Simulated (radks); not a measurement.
Spherical jellium clusters: N electrons in a uniform positive sphere of charge N and radius rs N^(1/3), rs = 3.28 bohr. Calculated with a radial shooting solver with Libxc functionals: non-relativistic Kohn-Sham, LDA (Slater exchange, Perdew-Wang correlation), spin-polarised, spherical densities. Levels are named by radial order and angular momentum (1s, 1p, 1d, 2s, ...), and open shells are averaged over m.

N = 21, configuration 1s2 1p6 1d10 2s2 1f(up 1, down 0). This is the lowest configuration that the search found. Occupied and some empty levels:

level    occupation  eigenvalue (eV)  <r> (bohr)
1s up             1          -6.4686       5.701
1s down           1          -6.4189       5.651
1p up             3          -5.3853       6.719
1p down           3          -5.3161       6.693
1d up             5          -4.0056       7.500
1d down           5          -3.9259       7.492
2s up             1          -3.2975       6.420
2s down           1          -3.2546       6.445
1f up             1          -2.4177       8.263
1f down           0          -2.3350       8.273
2p up             0          -1.6913       8.314
2p down           0          -1.6487       8.346
1g up             0         -0.72254       9.247
1g down           0         -0.64537       9.296
2d up             0         -0.42078       11.46
2d down           0         -0.38788       11.59

Energy (eV): total -36.6254, kinetic 50.963, external -1559.2, Hartree 765.51, exchange-correlation -89.518, background 795.66.
